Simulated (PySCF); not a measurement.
Basis-set dependence of SbO at CCSD(T)

PySCF, UHF reference; doublet, unpaired electrons π ↑; De to Sb + O without counterpoise correction. Frozen cores follow the default of each basis and core potential.

```tsv
basis	relativity	functions	Re (Å)	ωe (cm⁻¹)	De (eV)	frozen orbitals
cc-pVDZ-PP/cc-pVDZ	scalar-relativistic core potentials	37	1.879	754	2.95	5
def2-TZVPP	scalar-relativistic core potentials	81	1.829	819	3.85	5
def2-TZVPPD	scalar-relativistic core potentials	96	1.830	817	3.93	5
```

Question: How does each smaller set differ from the one with most functions, def2-TZVPPD?

Answer: cc-pVDZ-PP/cc-pVDZ: +4.9 pm, -7.7 % in ωe, -0.98 eV in De; def2-TZVPP: -0.1 pm, +0.2 % in ωe, -0.08 eV in De. All at CCSD(T); the set with most functions is neither the basis-set limit nor always the best.

Correlated steps freeze 5 core orbitals. Correlated levels converge slowly with the basis: in double zeta they bind strong bonds too weakly, by up to about 1 eV, and carry superposition errors of some tenths. Spin–orbit coupling is left out, which matters for elements this heavy, above all for dissociation energies. The state was picked by a PBE0 search and need not be the measured ground state.
